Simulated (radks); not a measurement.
Initial-state core-level shifts of the molybdenum ion Mo2+ when its valence configuration changes from [Kr] 4d4. All-electron calculation, Dirac Kohn-Sham, PBE, spin-unpolarised, spherical densities, finite nucleus; open shells are shared between the two j in proportion to 2j + 1; Fermi nuclear charge, rms radius 4.4091 fm. Program: a radial shooting solver on a logarithmic mesh with Libxc functionals. Shifts are changes of the shell-averaged eigenvalues in eV (positive: less bound); the change of the density at the nucleus, which sets a Mossbauer isomer shift, is in e/bohr^3, on a base of 9.086e+04.

| valence | 2s | 3s | 3p | 3d | density at nucleus |
|---|---|---|---|---|---|
| 4d3 5p1 | -5.719 | -5.601 | -5.601 | -5.627 | +3.098 |
| 4d3 5s1 | -4.558 | -4.428 | -4.428 | -4.456 | +22.003 |
| 4d3.5 5p0.5 | -2.801 | -2.750 | -2.749 | -2.762 | +1.440 |
| 4d2 5s2 | -9.567 | -9.251 | -9.252 | -9.314 | +48.040 |
| 4d2.5 5s1 5p0.5 | -7.592 | -7.382 | -7.382 | -7.426 | +24.821 |
| 4d2 5p2 | -11.854 | -11.558 | -11.556 | -11.617 | +7.080 |
| 4d2 5s1 5p1 | -10.722 | -10.416 | -10.416 | -10.477 | +27.861 |
